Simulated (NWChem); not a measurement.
System meant: C4H6S; SMILES C(C#C)SC

NWChem input:

```
start job
memory heap 200 mb stack 900 mb global 1100 mb
geometry units angstroms noautoz
  C     -0.469740    -2.505486    -0.308345
  C      0.182412    -1.545765     0.039819
  C      0.937583    -0.380698     0.468608
  S      0.422066     1.179284    -0.323057
  C     -1.268575     1.296039     0.292675
  H     -1.037445    -3.361687    -0.622716
  H      2.001485    -0.494691     0.205174
  H      0.887855    -0.273008     1.565407
  H     -1.708796     2.190682    -0.169590
  H     -1.296945     1.413258     1.386819
  H     -1.858915     0.416546    -0.005000
end
basis spherical
  * library def2-svp
end
dft
  odft
  mult 2
  xc pbe0
  iterations 150
  mulliken
end
task dft energy
```

End of the output:

```
 Summary of "ao basis" -> "" (spherical)
 ------------------------------------------------------------------------------
       Tag                 Description            Shells   Functions and Types
 ---------------- ------------------------------  ------  ---------------------
 *                          def2-svp                  on all atoms

                                 NWChem DFT Module
                                 -----------------

 Summary of "ao basis" -> "ao basis" (spherical)
 ------------------------------------------------------------------------------
       Tag                 Description            Shells   Functions and Types
 ---------------- ------------------------------  ------  ---------------------
 C                          def2-svp                 6       14   3s2p1d
 S                          def2-svp                 8       18   4s3p1d
 H                          def2-svp                 3        5   2s1p

 Summary of "ao basis" -> "ao basis" (spherical)
 ------------------------------------------------------------------------------
       Tag                 Description            Shells   Functions and Types
 ---------------- ------------------------------  ------  ---------------------
 C                          def2-svp                 6       14   3s2p1d
 S                          def2-svp                 8       18   4s3p1d
 H                          def2-svp                 3        5   2s1p

  number of electrons :                   46
  multiplicity        :                    2
 ------------------------------------------------------------------------
  no. of electrons and multiplicity not compatible                  46
 ------------------------------------------------------------------------
 ------------------------------------------------------------------------
  current input line :
    26: task dft energy
 ------------------------------------------------------------------------
 ------------------------------------------------------------------------
 There is an error in the input file
 ------------------------------------------------------------------------
 For more information see the NWChem manual at https://nwchemgit.github.io

0: no. of electrons and multiplicity not compatible:Received an Error in Communication
```

Problem. Can this run be used? If not, why, and what is the fix?

Solution. The input was rejected before any calculation. Cause: the multiplicity doesn't fit the number of electrons (an even count wants an odd multiplicity, and the reverse). This input runs:
```
start job
memory heap 200 mb stack 900 mb global 1100 mb
geometry units angstroms noautoz
  C     -0.469740    -2.505486    -0.308345
  C      0.182412    -1.545765     0.039819
  C      0.937583    -0.380698     0.468608
  S      0.422066     1.179284    -0.323057
  C     -1.268575     1.296039     0.292675
  H     -1.037445    -3.361687    -0.622716
  H      2.001485    -0.494691     0.205174
  H      0.887855    -0.273008     1.565407
  H     -1.708796     2.190682    -0.169590
  H     -1.296945     1.413258     1.386819
  H     -1.858915     0.416546    -0.005000
end
basis spherical
  * library def2-svp
end
dft
  xc pbe0
  iterations 150
  mulliken
end
task dft energy
```
It converges to -553.57623 Ha (PBE0/def2-SVP).
